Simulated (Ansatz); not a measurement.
Species: CH₇OSi₂, charge -1, multiplicity 1. It need not be the lowest isomer of its formula. Whether it binds its extra electron was not tested at this geometry. 
Structure (B3LYP-D3(BJ)/def2-TZVP (Ansatz, a quantum-chemistry and plane-wave program) minimum search):
```
O
Si 1 1.6240
Si 1 1.7303 2 122.85
C 3 1.7485 1 117.49 2 0.00
H 4 1.0859 3 122.44 1 -86.24
H 4 1.0859 5 114.73 3 -173.01
H 2 1.4887 1 115.96 3 -63.62
H 2 1.4887 7 107.30 1 -131.43
H 2 1.4997 7 105.28 8 -111.79
H 3 1.5019 1 100.09 2 -125.10
H 3 1.5019 10 107.32 1 104.00
```
Charge -1, spin multiplicity 1.

Basis-set convergence of Hartree-Fock and MP2 correlation energies (hartree) with Ansatz. Correlated levels leave the core frozen unless marked. Spin-orbit coupling is left out. Non-relativistic.

| basis | functions | E(HF) | E(corr, MP2) |
|---|---|---|---|
| aug-cc-pV(D+d)Z | 173 | -694.73973 | -0.58663 |
| aug-cc-pV(T+d)Z | 363 | -694.80429 | -0.70370 |
| aug-cc-pV(Q+d)Z | 660 | -694.81931 | -0.74631 |

Extrapolating the two largest sets (X = 3 and 4) as X^-3: E(corr) = (64·(-0.74631) - 27·(-0.70370))/37 = -0.7774 Eh, an estimate of the basis-set limit. The largest set recovers 96.0 % of it, the smallest 75.5 %.
